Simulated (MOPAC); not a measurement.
A run for MOPAC: PM6 on FeCl, 2S+1 = 6, a spin state set in the input, which need not be the lowest, a point of a bond scan (R = 2.082 Å).

```
PM6 1SCF PRECISE CHARGE=0 UHF MS=2.5 THREADS=1
ClFe

Fe     0.00000000 1     0.00000000 1     0.00000000 1
Cl     0.00000000 1     0.00000000 1     2.08156400 1
```

Program output:

```
*******************************************************************************
 **                                                                           **
 **                              MOPAC v23.2.5                                **
 **                                                                           **
 *******************************************************************************
 ** MOPAC's Digital Object Identifier: https://doi.org/10.5281/zenodo.6511958 **
 **                                                                           **
 ** Please cite the open-source release paper for use of this MOPAC version:  **
 ** J. E. Moussa and J. J. P. Stewart (2026)                                  **
 ** MOPAC: An open-source semiempirical molecular orbital program             **
 ** J. Open Source Softw., 11(119), 8025, https://doi.org/10.21105/joss.08025 **
 *******************************************************************************

                              PM6 CALCULATION RESULTS

 *******************************************************************************
 *  PM6        - The PM6 Hamiltonian to be used
 *  UHF        - UNRESTRICTED HARTREE-FOCK CALCULATION
 *
 *
 *
 *                 CHARGE ON SYSTEM = 0
 *
 *
 *
 *  MS=        - IN MECI, MAGNETIC COMPONENT OF SPIN =  2.5
 *  PRECISE    - TIGHTER CRITERIA TO BE USED
 *  1SCF       - DO 1 SCF AND THEN STOP
 *  THREADS=1  - MULTI-THREADING NOT USED
 *  T=         - A TIME OF 172800.0 SECONDS REQUESTED
 *  DUMP=N     - RESTART FILE WRITTEN EVERY 7200.0 SECONDS REQUESTED
 *******************************************************************************
PM6 1SCF PRECISE CHARGE=0 UHF MS=2.5 THREADS=1
 ClFe

   ATOM   CHEMICAL          X               Y               Z
  NUMBER   SYMBOL      (ANGSTROMS)     (ANGSTROMS)     (ANGSTROMS)

     1      Fe          0.00000000  *   0.00000000  *   0.00000000  *
     2      Cl          0.00000000  *   0.00000000  *   2.08156400  *



          CARTESIAN COORDINATES

    NO.       ATOM           X           Y           Z

     1        Fe          0.0000      0.0000      0.0000
     2        Cl          0.0000      0.0000      2.0816

 General Reference for PM6:
 "Optimization of Parameters for Semiempirical Methods V: Modification of NDDO Approximations
 and Application to 70 Elements", J. J. P. Stewart, J. Mol. Mod., 13, 1173-1213 (2007)
 URL: https://link.springer.com/article/10.1007/s00894-007-0233-4

           Empirical Formula: Fe Cl  =     2 atoms



      MOLECULAR POINT GROUP   :   C*v


          UHF CALCULATION, NO. OF ALPHA ELECTRONS =   10
                           NO. OF BETA  ELECTRONS =    5

 -------------------------------------------------------------------------------
 PM6 1SCF PRECISE CHARGE=0 UHF MS=2.5 THREADS=1
 ClFe



     1SCF WAS SPECIFIED, SO BFGS WAS NOT USED
     SCF FIELD WAS ACHIEVED


                              PM6 CALCULATION
                                                       MOPAC v23.2.5 Linux




          FINAL HEAT OF FORMATION =         52.98928 KCAL/MOL =     221.70714 KJ/MOL


          COSMO AREA              =         92.32 SQUARE ANGSTROMS
          COSMO VOLUME            =         78.85 CUBIC ANGSTROMS

          IONIZATION POTENTIAL    =          8.574776 EV
          ALPHA SOMO LUMO (EV)    =         -9.128  1.562
          BETA  SOMO LUMO (EV)    =         -8.575  1.684
          NO. OF ALPHA ELECTRONS  =         10
          NO. OF BETA  ELECTRONS  =          5
          MOLECULAR WEIGHT        =         91.3000         POINT GROUP:  C*v

          MOLECULAR DIMENSIONS (Angstroms)

            Atom       Atom       Distance
           Cl     2   Fe     1     2.08156
           Cl     2   Fe     1     0.00000
           Fe     1   Cl     2     0.00000


          SCF CALCULATIONS        =          1





   ATOM   CHEMICAL          X               Y               Z
  NUMBER   SYMBOL      (ANGSTROMS)     (ANGSTROMS)     (ANGSTROMS)

     1      Fe          0.00000000  *   0.00000000  *   0.00000000  *
     2      Cl          0.00000000  *   0.00000000  *   2.08156400  *

                             CARTESIAN COORDINATES

   1   Fe        0.000000000     0.000000000     0.000000000
   2   Cl        0.000000000     0.000000000     2.081564000


           Empirical Formula: Fe Cl  =     2 atoms



      MOLECULAR POINT GROUP   :   C*v


          ALPHA EIGENVALUES
 -26.55781 -17.19260 -17.19260 -16.51761 -16.51761 -16.20132 -10.56763  -9.43459
  -9.43459  -9.12833   1.56227   1.57680   1.57680  92.16771  92.16771  92.70237
  92.70237  92.87031


           BETA EIGENVALUES
 -23.49273 -10.93660 -10.93660 -10.43205  -8.57478   1.68426   1.68426   1.94855
   1.98417   1.98417   3.95904   3.95904   4.40521  92.73041  92.73041  93.24374
  93.24374  93.38133


              NET ATOMIC CHARGES AND DIPOLE CONTRIBUTIONS

  ATOM NO.   TYPE          CHARGE      No. of ELECS.   s-Pop       p-Pop       d-Pop
    1         Fe           0.370709        7.6293     1.92180     0.00763     5.69986
    2         Cl          -0.370709        7.3707     1.99258     5.37745     0.00068
 DIPOLE           X         Y         Z       TOTAL
 POINT-CHG.     0.000     0.000    -3.706     3.706
 HYBRID         0.000     0.000    -0.106     0.106
 SUM            0.000     0.000    -3.812     3.812


          ATOMIC ORBITAL ELECTRON POPULATIONS

     Atom    s        px        py        pz      x^2-y^2     xz        z^2       yz        xy
    1 Fe   1.92180   0.00033   0.00033   0.00696   0.99991   1.21578   1.26848   1.21578   0.99991
    2 Cl   1.99258   1.78365   1.78365   1.81014   0.00009   0.00023   0.00004   0.00023   0.00009


                    (SZ)    =    2.500000
                    (S**2)  =    8.751859


          ATOMIC ORBITAL SPIN POPULATIONS

    Atom   Total    s     px     py     pz   x^2-y^2  xz     z^2    yz     xy
         Atomic
    1 Fe  4.3764  0.076  0.000  0.000  0.003  1.000  0.784  0.731  0.784  1.000
    2 Cl  0.6236  0.007  0.216  0.216  0.184  0.000  0.000 -0.000  0.000  0.000

 **********************
 *                    *
 * JOB ENDED NORMALLY *
 *                    *
 **********************




 == MOPAC DONE ==
```

The run finished.

Cost: roughly 0.06 core-seconds.
